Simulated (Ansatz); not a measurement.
BH₇OSSi₂ (`[SiH3]O[SiH2]BS`), relaxed with RKS PBE-D4/def2-SVP in the Gaussian-basis code of Ansatz from a rough embedded geometry. The force threshold is 0.03 eV/Å; the program also tests the step.

Total charge 0; spin multiplicity 1.

Start:

```xyz
12

Si   -0.069   -0.474    1.823
O    -0.206    1.085    1.219
Si   -0.762    0.924   -0.412
B     0.733    0.619   -1.606
S     0.716   -1.035   -2.627
H     0.348   -0.463    3.232
H    -1.450   -1.112    1.828
H     0.807   -1.282    1.036
H    -1.321    2.266   -0.781
H    -1.800   -0.053   -0.533
H     1.673    1.268   -1.615
H     1.331   -1.743   -1.564
```

(1) By how much does the energy fall, and how many steps does the optimiser take? (An estimate is asked.)

(2) Which bonds change most? (An estimate is asked.)

(3) Give the relaxed structure. (Best estimate.)

Results:

(1) Computed: 185.00 kJ/mol, in 66 steps, 4 of them rejected.

(2) The calculation gave: B4–S5 from 1.943 to 1.772 Å; Si3–H10 from 1.430 to 1.510 Å; Si1–H8 from 1.429 to 1.507 Å; B4–H11 from 1.143 to 1.215 Å.

(3) Ansatz gave: 
```xyz
12

Si   -0.092   -0.687    2.127
O     0.008   -0.303    0.496
Si   -0.284    1.035   -0.510
B     0.217    0.440   -2.361
S     0.816   -1.215   -2.567
H    -1.513   -0.583    2.613
H     0.392   -2.099    2.287
H     0.771    0.237    2.946
H     0.536    2.208   -0.024
H    -1.735    1.436   -0.393
H     0.153    1.119   -3.367
H     0.731   -1.588   -1.247
```
